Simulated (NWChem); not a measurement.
Species: C₂H₄ClNOSi; SMILES O[Si@@]1(Cl)C=NC1

```xyz
10

O      1.9589    -0.3631     0.0040
Si     0.3477     0.0019     0.0059
Cl    -0.7297    -1.7946     0.0445
C     -0.2584     1.3891     1.1111
N     -0.6740     2.1259     0.1369
C     -0.3560     1.3655    -1.1199
H      2.2312    -1.2647    -0.2198
H     -0.3617     1.7050     2.1491
H     -1.2634     1.1709    -1.6999
H      0.3411     1.9326    -1.7451
```
Atoms are numbered in this order, from 1.

All runs: NWChem. Pople sets run with spherical d functions. The geometry was optimised at B3LYP/6-31G* (spherical d). Level: B3LYP/6-31G* with SMD (1 M gas to 1 M solution), gas-phase geometry. Reactions with the solvent are ignored.

For solvent toluene:

* **solvation free energy (kcal/mol)**: -4.5
* **cavity-dispersion-structure term (kcal/mol)**: -1.0
* **dipole in solution (D)**: 1.99

Problem. Estimate the same quantities for solvent water.

Solution. 
- solvation free energy (kcal/mol): -6.3
- cavity-dispersion-structure term (kcal/mol): 2.6
- dipole in solution (D): 2.27
